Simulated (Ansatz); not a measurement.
[TcNF4]2- (TcNF4²⁻). Total charge -2; singlet. Geometry r2SCAN-D4/def2-SVPD, basis def2-TZVPD, Ansatz.

```xyz
6

Tc    0.109    0.053    0.113
N     1.174    0.569    1.220
F    -0.570   -1.771    0.659
F     1.099   -0.978   -1.317
F    -0.072    1.461   -1.326
F    -1.741    0.667    0.650
```

| run | HOMO (eV) | LUMO (eV) |
| --- | --- | --- |
| A | 5.25 | 7.79 |
| B | 4.37 | 7.62 |
| C | 1.57 | 8.00 |
| D | 5.98 | 7.67 |
| E | 4.57 | 7.42 |

In the def2 sets Tc takes a core potential; there is no spin–orbit coupling. B3LYP takes the VWN-RPA correlation. A multiply charged anion in the gas phase is held together partly by the finite basis.

Task: The runs used B3LYP, PBE0, r2SCAN, r2SCANh, ωB97M-V. Estimate which is which.

Result: A r2SCANh (10 % exact exchange); B PBE0 (25 % exact exchange); C ωB97M-V (range-separated); D r2SCAN (0 % exact exchange); E B3LYP (20 % exact exchange). Exact exchange lowers occupied and raises empty levels; among semilocal functionals meta-GGAs tend to open the gap a little, and such runs are hard to tell apart. The gap grows from 1.68 eV (r2SCAN) to 6.42 eV (ωB97M-V). At r2SCANh-D4/def2-TZVPD, PBE0-D4/def2-TZVPD, ωB97M-V/def2-TZVPD, r2SCAN-D4/def2-TZVPD and others the highest occupied level of the charge -2 singlet lies above zero (up to 5.98 eV). The electron is either unbound and held by the finite basis, or the level is raised by self-interaction error.
